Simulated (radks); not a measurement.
The numbers below are computed, except where a source is named.
Q: The mean radii <r> (bohr) of the occupied orbitals of an atom or ion are listed with their occupations. Code: a radial shooting solver on a logarithmic mesh with Libxc functionals. Model: Dirac Kohn-Sham, PBE, spin-unpolarised, spherical densities, finite nucleus; Fermi nuclear charge, rms radius of each element as measured or else 0.836 A^(1/3) + 0.57 fm.

orbital  occ.      <r>
1s1/2       2  0.02274
2s1/2       2  0.09650
2p1/2       2  0.08073
2p3/2       4  0.08736
3s1/2       2   0.2546
3p1/2       2   0.2442
3p3/2       4   0.2569
3d3/2       4   0.2286
3d5/2       6   0.2326
4s1/2       2   0.5784
4p1/2       2   0.5923
4p3/2       4   0.6210
4d3/2       4   0.6620
4d5/2       6   0.6722
5s1/2       2    1.378
5p1/2       2    1.529
5p3/2       4    1.609
4f5/2       5   0.9025

Name the element and its charge. Open shells, if any, fill j = l - 1/2 first.

A: Z = 62, samarium, charge +3: Sm3+ in [Xe] 4f5. The 1s radius gives Z: for a bare nucleus <r> = (2 gamma + 1)/(2Z) with gamma = sqrt(1 - (Z/c)^2), 0.02245 bohr for Z = 62, and screening makes it slightly larger (0.02274 here). The occupations add up to 59, and the charge is Z minus that.
